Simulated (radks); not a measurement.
Results of a calculation; reference values are marked as such.
Species: Sm VIII. Configuration: [Kr] 4d10 4f4 5s2 5p3. Code: a radial shooting solver on a logarithmic mesh with Libxc functionals. Model: non-relativistic Kohn-Sham, LB94 model potential, spin-polarised, spherical densities, point nucleus; open shells are filled with parallel spins first (spin-orbit coupling, left out, can overturn this in heavy ions); relativity is left out, which matters for an element this heavy. Some entries of the table are withheld. Estimate them.

orbital  occ.  eigenvalue (eV)  <r^2> (bohr^2)
1s down     1        -44316.56       0.0007990
1s up       1        -44316.55       0.0007990
2s up       1        -7110.999         0.01274
2s down     1        -7110.908         0.01274
2p up       3        -6764.512        0.009481
2p down     3        -6764.291        0.009481
3s up       1        -1650.838         0.08312
3s down     1        -1650.758         0.08305
3p up       3        -1496.329         0.07802
3p down     3        -1496.230         0.07795
3d up       5        -1207.431         0.06275
3d down     5        -1207.381         0.06268
4s up       1        -412.4536          0.4191
4s down     1        -409.3880          0.4208
4p up       3        -352.9510          0.4422
4p down     3        -350.0065          0.4443
4d up       5        -247.1256          0.5011
4d down     5        -244.4519          0.5043
5s up       1        -136.3197           2.018
5s down     1        -134.1645           2.000
4f up       4        -118.3995          0.7231
5p up       3        -117.4808           2.332
4f down     0        -116.1622          0.7267
5p down     0        -115.1303           2.317
5d up       0              (1)           3.239
5d down     0              (2)           3.266
6s up       0         -68.5942           6.909
6s down     0         -67.1400           7.072

Answer. 
(1) 5d up eigenvalue (eV): -87.0741
(2) 5d down eigenvalue (eV): -84.5229
